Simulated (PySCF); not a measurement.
C2H7BrGe, SMILES C[CH2][GeH2][Br], singlet (CAM-B3LYP/def2-SVP optimised geometry):

```
11

Ge    -0.311    -1.473     0.000
Br     2.016    -1.473     0.000
C     -0.915     0.382     0.000
C     -0.455     1.191    -1.209
H     -0.739    -2.226    -1.268
H     -0.748    -2.233     1.259
H     -2.016     0.352     0.062
H     -0.562     0.838     0.938
H     -0.806     2.233    -1.148
H     -0.839     0.769    -2.151
H      0.642     1.213    -1.280
```

Calculation: CAM-B3LYP/def2-TZVP (PySCF).

Task: What are the frontier orbital energies and the dipole moment?

Result: HOMO-2 -10.40 eV, HOMO-1 -9.36 eV, HOMO -9.27 eV, LUMO 0.74 eV, LUMO+1 1.69 eV; dipole moment 2.57 D.

On the same geometry PBE/def2-TZVP run with PySCF gives HOMO-2 -7.75 eV, HOMO-1 -6.77 eV, HOMO -6.71 eV, LUMO -1.16 eV, LUMO+1 0.07 eV; dipole moment 2.44 D.

Meta-Löwdin charges at CAM-B3LYP/def2-TZVP: Ge1 0.57, Br2 -0.31, C3 -0.38, C4 -0.32, H5 -0.07, H6 -0.06, H7 0.12, H8 0.12, H9 0.11, H10 0.11, H11 0.12.
